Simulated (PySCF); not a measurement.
Si(H)2(OAc)(OH) (C2H6O3Si), SMILES O[SiH2]OC(C)=O. Geometry: PBE-D3(BJ)/def2-SVP. One conformer was computed; it need not be the lowest.

These are PBE-D3(BJ)/def2-SVP (PySCF) values and carry that method's errors.

Harmonic wavenumbers (cm⁻¹): 85, 99, 107, 129, 219, 293, 375, 564, 587, 634, 728, 758, 825, 871, 889, 898, 954, 976, 1010, 1257, 1337, 1386, 1394, 1753, 2192, 2252, 2993, 3077, 3127, 3771. Rotational constants (GHz): 7.640, 1.593, 1.357; symmetry number 1.

### Question
Work out the zero-point energy and the ideal-gas rigid-rotor harmonic-oscillator thermochemistry at 298.15 K and 1 atm.

### Answer
ZPE = ½ Σ hcν = ½ × 35541 cm⁻¹ = 212.58 kJ/mol. H − E(el) = 236.37 kJ/mol. Entropy in J/(mol K): translation 166.92, rotation 114.51, vibration 87.58, total 369.01. G − E(el) = 126.35 kJ/mol. Cp = 122.62 J/(mol K). Modes under 150 cm⁻¹ make the vibrational entropy uncertain.
